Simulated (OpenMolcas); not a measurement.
Er3+ in a point-charge field

Er3+ among 6 point charges of -2 e arranged as a trigonal antiprism (D3d), 2.71 Å from the ion, with a polar angle of 65.1° against the regular 54.74°.
```
   0.0000    2.4588    1.1395  -2.00
  -2.1294   -1.2294    1.1395  -2.00
   2.1294   -1.2294    1.1395  -2.00
   0.0000   -2.4588   -1.1395  -2.00
   2.1294    1.2294   -1.1395  -2.00
  -2.1294    1.2294   -1.1395  -2.00
```

```yaml
Program: OpenMolcas
Method: CASSCF
Basis: ANO-RCC-VDZP [7s6p4d2f1g]
Scalar_Hamiltonian: DKH2, point nucleus
Active_space: 11 electrons in 7 orbitals (4f)
State_averaging: 2S+1 = 4 odd, 35 roots (30 in the spin-orbit step); 2S+1 = 2 odd, 62 roots kept (CI in the orbitals of an earlier block)
Spin-orbit_coupling: RASSI with atomic mean-field integrals over the reference wave functions
```

The lowest spin-free states (labels of D3, the rotations of D3d), above the lowest:

```tsv
State	Degeneracy	E (cm-1)	Free-ion L (%)
2S+1 = 4	2	0.0	I (100)
4E	2	181.9	I (100)
4E	2	343.5	I (100)
4A1	1	428.7	I (100)
4A2	1	501.0	I (100)
4E	2	546.9	I (100)
4E	2	591.2	I (100)
4A1	1	607.8	I (100)
2A2	1	18125	H (100)
2E	2	18131	H (100)
2E	2	18149	H (100)
2A2	1	18179	H (100)
4A2	1	18182	F (100)
2A1	1	18183	H (100)
2E	2	18240	H (100)
4E	2	18250	F (100)
2E	2	18332	H (100)
4E	2	18475	F (99)
4A1	1	18512	S (100)
4A1	1	18837	F (99)
```

The lowest levels with spin-orbit coupling:

```
E (cm-1)  Degeneracy  Label      2S+1     J    |mJ| (%)                g
     0.0           2   E3/2         4  7.50  15/2 (100)  0.00 0.00 17.94
   158.9           2   E1/2         4  7.50   13/2 (99)  0.02 0.02 15.45
   305.2           2   E1/2         4  7.50   11/2 (96)  0.00 0.00 12.87
   426.3           2   E3/2         4  7.50    9/2 (91)  0.00 0.00 10.10
   506.1           2   E1/2         4  7.50    7/2 (75)   5.61 5.61 6.22
   587.7           2   E1/2         4  7.50    5/2 (78)   3.82 5.43 5.43
   624.6           2   E3/2         4  7.50    3/2 (91)   0.00 0.00 4.18
   645.5           2   E1/2         4  7.50    1/2 (78)   1.00 9.38 9.38
    6705           2   E1/2         4  6.50  13/2 (100)  0.00 0.00 14.38
    6873           2   E1/2         4  6.50   11/2 (99)  0.00 0.00 12.07
    7009           2   E3/2         4  6.50    9/2 (97)   0.00 0.00 9.70
    7114           2   E1/2         4  6.50    7/2 (92)   2.14 2.14 7.09
    7194           2   E1/2         4  6.50    5/2 (91)   2.03 2.03 4.84
    7243           2   E3/2         4  6.50    3/2 (97)   0.00 0.00 3.51
    7268           2   E1/2         4  6.50    1/2 (89)   0.98 7.64 7.64
   10865           2   E1/2  4 (89 %)  5.50  11/2 (100)  0.00 0.00 10.80
   11019           2   E3/2  4 (89 %)  5.50    9/2 (99)   0.00 0.00 8.80
   11133           2   E1/2  4 (88 %)  5.50    7/2 (97)   0.78 0.78 6.70
   11217           2   E1/2  4 (88 %)  5.50    5/2 (96)   0.72 0.72 4.71
   11270           2   E3/2  4 (88 %)  5.50    3/2 (99)   0.00 0.00 3.02
```

Powder χT (cm3 K/mol): 10.1 at 2 K, 10.2 at 10 K, 10.6 at 50 K, 11 at 100 K, 11.2 at 200 K, 11.3 at 300 K. The effective moment at 300 K is 2.828 √(χT) = 9.52 μB.

Hund's rules give f11 the level 4I15/2 with g = 1.200, so an isolated free-ion multiplet has χT = g² J(J+1) / 8 = 11.475 cm3 K/mol. The computed 11.327 at 300 K differs by -1 %, through the field's splitting, the mixing of terms and any other multiplet in reach.

High states are left out of the spin-orbit mixing, which shifts the levels that they would mix with. Point charges carry no covalency, so the field is a model and not that of real ligands. An unlabelled pair can be two single states that coincide in this model. The first state left out of the spin-orbit step lies near 45000 cm-1 above the lowest spin-free state of the reference (among the parities and spins computed), and the lists stop at four fifths of that energy or lower. No measured value stands beside these numbers.
